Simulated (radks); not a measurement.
Results of a calculation; reference values are marked as such.
Problem. These are the eigenvalues of the occupied orbitals of an atom or ion with whole-number occupations (hartree). Code: a radial shooting solver on a logarithmic mesh with Libxc functionals. Model: Dirac Kohn-Sham, PBE, spin-unpolarised, spherical densities, finite nucleus; Fermi nuclear charge, rms radius of each element as measured or else 0.836 A^(1/3) + 0.57 fm.

orbital  eigenvalue
1s1/2     -1909.771
2s1/2     -321.8178
2p1/2     -306.1382
2p3/2     -278.7142
3s1/2     -76.55465
3p1/2     -69.73641
3p3/2     -64.07636
3d3/2     -52.32104
3d5/2     -51.08790
4s1/2     -20.21129
4p1/2     -17.52049
4p3/2     -16.21201
4d3/2     -11.75763
4d5/2     -11.51299
5s1/2      -6.80166
4f5/2      -6.12813
5p1/2      -5.90024
5p3/2      -5.62052

Which element is it, and in what charge state? The configuration may be excited.

Solution. Z = 65, terbium, charge +9: Tb9+ in [Kr] 4d10 4f(5/2: 4, 7/2: 0) 5s2 5p(1/2: 2, 3/2: 2). The list shows which subshells hold electrons but not how many an open one holds; the 1s level, -1909.8 hartree, gives Z - s = 61.8 by -(Z - s)^2/2, which with screening and relativity narrows Z to a few neighbours, and the depths of the outer levels then fix element, charge and occupations together.
